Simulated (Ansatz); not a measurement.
**Ligand exchange: C2H3Cl2F + InH2(CH3) → C2H4ClF + InH(CH3)Cl**

Species: C2H3Cl2F (1,1-dichloro-1-fluoroethane) `CC(F)(Cl)Cl`, singlet; InH2(CH3), singlet; C2H4ClF (1-chloro-1-fluoroethane) `CC(F)Cl`, singlet; InH(CH3)Cl, singlet. The partners trade Cl for H: C–Cl and In–H bonds give way to C–H and In–Cl.

Shapes, held fixed at every level: PBE0-D4/def2-TZVP. Programs: Ansatz 0.2.0. Electronic energies: no zero-point or thermal term.

```tsv
level	kind	ΔE (kJ/mol)	less CCSD(T)/def2-TZVPP	CPU time (sum over the molecules)
HF/def2-TZVPP	Hartree–Fock	-235.7	-28.9	–
PBE-D4/def2-TZVPP	GGA	-197.0	+9.8	27 s
B3LYP-D4/def2-TZVPP	global hybrid	-209.1	-2.3	42 s
wB97X-V/def2-TZVPP	range-separated hybrid	-204.6	+2.2	66 s
B2PLYP/def2-TZVPP	double hybrid	-213.4	-6.6	43 s
MP2/def2-SVP	perturbation theory	-202.7	+4.1	–
CCSD(T)/def2-TZVPP	coupled cluster or CI	-206.8	0.0	7.6 min
```

The highest level, CCSD(T)/def2-TZVPP, gives ΔE = -206.8 kJ/mol; the levels span -235.7 to -197.0. The column of differences is taken from that level and isn't an error. No measured value is set beside it here. For atoms past krypton def2 sets carry core potentials with scalar relativity. Correlated rows may include outer-core shells of In, which these sets cover unevenly. Times are processor times on shared x86 and Arm servers, and rough.
